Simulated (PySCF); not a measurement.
```xyz
10

C      1.7956    -0.0070    -0.6459
S      0.3185     0.9900    -0.9987
Si    -1.1885    -0.2812    -0.1911
O     -2.4588     0.6337     0.3031
H      2.6563     0.6412    -0.8062
H      1.8658    -0.8590    -1.3208
H      1.7971    -0.3519     0.3878
H     -0.5384    -1.0416     0.9142
H     -1.7659    -1.2258    -1.1746
H     -2.2556     1.3850     0.8635
```

Charge 0, multiplicity 1.

### Question
Give the Mulliken and meta-Löwdin atomic charges from PBE0-D4/def2-TZVP (PySCF).

### Answer

```csv
atom,Mulliken (e),meta-Löwdin (e)
C1,-0.35,-0.40
S2,-0.22,-0.20
Si3,0.40,0.83
O4,-0.52,-0.75
H5,0.15,0.14
H6,0.15,0.13
H7,0.15,0.13
H8,-0.05,-0.13
H9,-0.03,-0.11
H10,0.33,0.36
```
